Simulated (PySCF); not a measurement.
These are ωB97X-D3(BJ)/def2-TZVP // PBE0-D3(BJ)/def2-TZVP in PySCF values and carry that method's errors. Isolated molecules, 0 K electronic values unless said otherwise. Excitations are Tamm–Dancoff values on a coarser integration grid. The basis has no diffuse functions, so Rydberg states are missing or too high.

Reference species (SMILES): `C=[SiH2]` (neutral, multiplicity 1).

- HOMO–LUMO gap = 9.66 eV
- T1 excitation (TDA) = 2.84 eV
- brightest of the four lowest singlets (TDA) = 5.60 eV

After one change: the HOMO–LUMO gap rises by 0.41 eV; the T1 excitation (TDA) goes up by 0.70 eV; the brightest of the four lowest singlets (TDA) increases by 0.17 eV.

Which change was made? The new species is one of these.
(A) `C=[SiH]C(=O)O` (C–Si–C–O torsion 180°, Si–C–O–H torsion 180°)
(B) `C=[SiH]CO` (C–Si–C–O torsion -4°, Si–C–O–H torsion -47°)
(C) `C=[SiH]N`
(D) `C=[SiH]C#CC`

C, `C=[SiH]N`
